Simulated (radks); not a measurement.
Q: Numerical settings for the manganese ion Mn13+, [Ne] 3s2. Calculated with a radial shooting solver on a logarithmic mesh with Libxc functionals: scalar-relativistic Kohn-Sham, PBE, spin-unpolarised, spherical densities, point nucleus. The defaults (mesh step 0.008 in ln r, mesh end at 40 bohr or more with all orbitals vanishing there, Anderson mixing 0.5 over 9 steps, residual threshold near 1e-9 with the energy settled to 1e-9 hartree or 1e-11 of itself, here a cap of 80 iterations) give E = -1084.8620 hartree and 3s at -389.94 eV in 13 iterations. Run on one thread of a shared host, so times are rough (Arm Neoverse V1): 0.05 s of CPU time, 0.05 s wall, 13 iterations on 2476 mesh points. One setting is changed at a time: mesh step in ln r 0.02; mesh step in ln r 0.003; mesh step in ln r 0.12; mesh end (bohr) 1; mesh end (bohr) 2; residual threshold 0.01; residual threshold 1e-16; mixing 1; linear mixing, mixing 1; linear mixing, mixing 0.05; mixing history 3; iteration cap 8. Which runs fail to converge, and which converge to a wrong energy?

A: Not converged within the cap: mesh step in ln r 0.12; residual threshold 1e-16; linear mixing, mixing 0.05; iteration cap 8. Settings that end as converged yet miss the energy by more than 1 mhartree: mesh end (bohr) 1 (+5.49 hartree); mesh end (bohr) 2 (+0.00624 hartree).
